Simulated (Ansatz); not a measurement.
Program: Ansatz. Geometries: PBE0-D4/def2-TZVP. ΔE: electronic, gas phase. CCSD(T)/CBS is the MP2 limit (def2-TZVPP, def2-QZVPP) plus CCSD(T) − MP2 in def2-TZVPP, frozen cores. Functionals use def2-TZVPP. B3LYP here is the variant with VWN-RPA as its local correlation; programs differ in this. One conformer a species, not always the lowest.

`C=C([SiH3])[SiH2]O` → `OC1C[SiH2][SiH2]1`  (isomerisation)

`C=C([SiH3])[SiH2]O`:

Cartesian coordinates in Å:
```
C 0.309 -0.124 1.565
C 0.260 0.039 0.239
Si 1.588 1.035 -0.612
Si -1.135 -0.738 -0.720
O -2.278 -1.392 0.272
H -0.443 -0.699 2.104
H 1.104 0.301 2.177
H 1.007 2.249 -1.247
H 2.612 1.444 0.385
H 2.236 0.236 -1.688
H -0.625 -1.857 -1.550
H -1.733 0.298 -1.610
H -2.901 -0.792 0.684
```

`OC1C[SiH2][SiH2]1`:

Z-matrix (Å, degrees):
```
C
C 1 1.536
O 1 1.414 2 110.6
Si 1 1.934 2 98.1 3 -128.7
H 1 1.103 2 107.7 3 120.8
Si 2 1.905 1 98.7 3 159.3
H 2 1.092 1 114.1 3 -72.5
H 2 1.096 1 108.5 3 47.9
H 3 0.960 1 108.8 2 -178.8
H 4 1.489 1 117.7 2 -148.9
H 4 1.489 1 110.9 2 84.2
H 6 1.486 2 116.3 1 -146.0
H 6 1.488 2 113.2 1 86.4
```

| level | ΔE (kJ/mol) | difference from CCSD(T)/CBS |
| --- | --- | --- |
| PBE-D4 | 119.4 | -39.0 |
| PBE0-D4 | 123.3 | -35.1 |
| ωB97M-V | 151.7 | -6.7 |
| B2PLYP | 166.0 | 7.6 |
| PBE | 119.9 | -38.5 |
| r2SCAN | 142.8 | -15.6 |
| B3LYP | 163.8 | 5.4 |
| HF/def2-TZVPP | 200.0 | 41.6 |
| SCS-MP2/def2-TZVPP | 170.9 | 12.5 |
| CCSD/def2-TZVPP | 162.1 | 3.7 |
| HF/def2-QZVPP | 201.9 | 43.5 |
| MP2/def2-QZVPP | 162.9 | 4.5 |
| SCS-MP2/def2-QZVPP | 171.6 | 13.2 |
| HF/CBS(def2) | 202.1 | 43.7 |
| MP2/CBS(def2) | 162.1 | 3.7 |
| CCSD/CBS(def2) | 161.9 | 3.5 |
| CCSD(T)/CBS | 158.4 | 0 |

Largest T1 diagnostic among the species: 0.012.

In def2-TZVPP, CCSD(T) changes the Hartree–Fock value by −41.4 kJ/mol (the triples alone add −3.5 kJ/mol) and MP2 by −37.7 kJ/mol. From PBE to PBE0 (25 % exact exchange), in def2-TZVPP and without D4, ΔE moves by +3.7 kJ/mol.
